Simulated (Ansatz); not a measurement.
Start from `CS[SiH2]O` and change one atom or group to get `O[SiH2]SC[SiH3]`.

Ansatz, PBE0-D4/def2-TZVP geometries, multiplicity 1. Each molecule was computed in one conformer, which needn't be the lowest.

```csv
property,`CS[SiH2]O`
HOMO–LUMO gap (B3LYP/def2-TZVPP) / eV,6.82
HOMO energy (PBE0/def2-TZVPP) / eV,-7.08
LUMO energy (PBE/def2-TZVPP) / eV,-0.64
HOMO energy (B3LYP/def2-TZVPP) / eV,-6.84
HOMO–LUMO gap (PBE/def2-TZVPP) / eV,5.23
HOMO energy (PBE/def2-TZVPP) / eV,-5.87
```

**Question.** What does the change do to each property? (Estimate.)

**Answer.** Ansatz gave: 
```
                             property  `O[SiH2]SC[SiH3]`  shift
HOMO–LUMO gap (B3LYP/def2-TZVPP) / eV               6.16  -0.66
   HOMO energy (PBE0/def2-TZVPP) / eV              -6.96   0.12
    LUMO energy (PBE/def2-TZVPP) / eV              -1.26  -0.62
  HOMO energy (B3LYP/def2-TZVPP) / eV              -6.73   0.11
  HOMO–LUMO gap (PBE/def2-TZVPP) / eV               4.53  -0.70
    HOMO energy (PBE/def2-TZVPP) / eV              -5.79   0.08
```

With PBE0 the HOMO rises by 0.12 eV and the LUMO falls by 0.62 eV, so the gap narrows by about 0.74 eV. PBE moves the HOMO by 0.08 eV and ωB97M-V by 0.16 eV.

B3LYP here is the variant with VWN-RPA as its local correlation; programs differ in this.
